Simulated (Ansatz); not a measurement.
Sn₁₀O₄H₁₆⁺. Total charge 1; doublet. Geometry PBE-D4/def2-SVP, that of the neutral singlet; atoms count from 1.

```xyz
30

Sn   -2.409   -0.607   -1.721
Sn    0.014    2.464    1.118
Sn    2.115   -0.202   -1.895
Sn    0.351   -2.184    2.733
Sn   -0.196   -0.618   -3.479
Sn    1.964    2.478   -0.950
Sn   -2.485    1.478    0.190
Sn   -2.516   -2.731    0.142
Sn    0.634    0.682    3.227
Sn    1.563   -2.186    0.092
O    -0.357    4.341    1.831
O     3.575   -0.501   -3.296
O     2.679   -1.865    1.916
O    -1.884   -1.880    1.962
H    -3.950   -0.756   -2.527
H    -0.755    4.895    1.129
H     4.442   -0.572   -2.848
H     3.058   -0.969    2.025
H    -0.554    0.619   -4.645
H    -0.229   -2.142   -4.312
H     1.671    3.626   -2.227
H     3.497    2.912   -0.247
H    -3.673    2.657   -0.286
H    -3.207    0.677    1.586
H    -2.291   -0.991    2.074
H    -4.115   -3.272    0.573
H    -0.241    1.350    4.581
H     2.318    1.005    3.590
H    -1.452   -4.100    0.141
H     2.430   -3.606   -0.477
```

In the def2 sets Sn takes a core potential; there is no spin–orbit coupling. Single mean-field runs in def2-TZVP are fitted with def2-universal-jkfit.

(1) Estimate the Mulliken populations of the heavy atoms from the PBE0/def2-TZVP orbitals of Ansatz.

(2) Where does the spin sit?

(3) And the Mayer bond orders between bonded heavy atoms (over 0.3)?

Answers

(1) 
| atom | charge (e) | spin (α − β) |
| --- | --- | --- |
| Sn1 | 0.04 | 0.00 |
| Sn2 | 0.46 | 0.07 |
| Sn3 | 0.38 | 0.11 |
| Sn4 | 0.58 | 0.29 |
| Sn5 | 0.05 | 0.01 |
| Sn6 | 0.01 | 0.03 |
| Sn7 | 0.00 | 0.01 |
| Sn8 | 0.43 | 0.00 |
| Sn9 | -0.01 | 0.15 |
| Sn10 | 0.33 | 0.22 |
| O11 | -0.63 | 0.01 |
| O12 | -0.61 | 0.05 |
| O13 | -0.67 | 0.03 |
| O14 | -0.73 | 0.01 |
Mulliken values and Mayer orders depend strongly on the basis.

(2) Summed by element: Sn 0.88, O 0.09, H 0.03, of 1 unpaired in all. Largest on single atoms: Sn4 0.29, Sn10 0.22, Sn9 0.15.

(3) Sn1–Sn5 0.84 (2.83 Å); Sn1–Sn7 0.84 (2.83 Å); Sn1–Sn8 0.84 (2.83 Å); Sn2–Sn6 0.78 (2.84 Å); Sn2–Sn7 0.80 (2.84 Å); Sn2–Sn9 0.77 (2.83 Å); Sn2–O11 0.93 (2.04 Å); Sn3–Sn5 0.83 (2.83 Å); Sn3–Sn6 0.79 (2.85 Å); Sn3–Sn10 0.72 (2.86 Å); Sn3–O12 0.97 (2.05 Å); Sn4–Sn9 0.78 (2.92 Å); Sn4–Sn10 0.64 (2.91 Å); Sn4–O13 0.30 (2.49 Å); Sn4–O14 0.32 (2.38 Å); Sn8–O14 0.57 (2.11 Å); Sn10–O13 0.60 (2.16 Å).
